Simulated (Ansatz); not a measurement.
`O=C=[N][Ge]([F])([Cl])[Cl]`, relaxed with RKS PBE0-D4/def2-TZVP in the Gaussian-basis code of Ansatz from a PBE-D4/def2-SVP geometry. The force threshold is 0.005 eV/Å; the program also tests the step.

The species carries charge 0 and has multiplicity 1.

Start:

```xyz
7

O    -2.838    1.010   -0.417
C    -1.744    0.595   -0.524
N    -0.620    0.158   -0.731
Ge    0.893   -0.317    0.134
F     1.998   -0.834   -1.096
Cl    0.551   -1.955    1.467
Cl    1.760    1.344    1.166
```

```tsv
step	energy (eV)	largest force (eV/Å)	largest move (Å)
1	-88839.6563	1.171	0.000
2	-88839.7255	0.257	0.038
3	-88839.7281	0.057	0.011
4	-88839.7286	0.077	0.013
5	-88839.7292	0.135	0.042
6	-88839.7295	0.035	0.017
7	-88839.7297	0.003	0.008
```

End:

```xyz
7

O    -2.771    0.990   -0.344
C    -1.703    0.580   -0.517
N    -0.606    0.150   -0.784
Ge    0.871   -0.310    0.123
F     1.991   -0.829   -1.055
Cl    0.512   -1.918    1.437
Cl    1.707    1.336    1.141
```

Hardware: 2 threads of an AMD EPYC 7R13 on a shared host and a share of an NVIDIA H100 80 GB. Wall time 35 s, peak host memory 0.9 GiB.
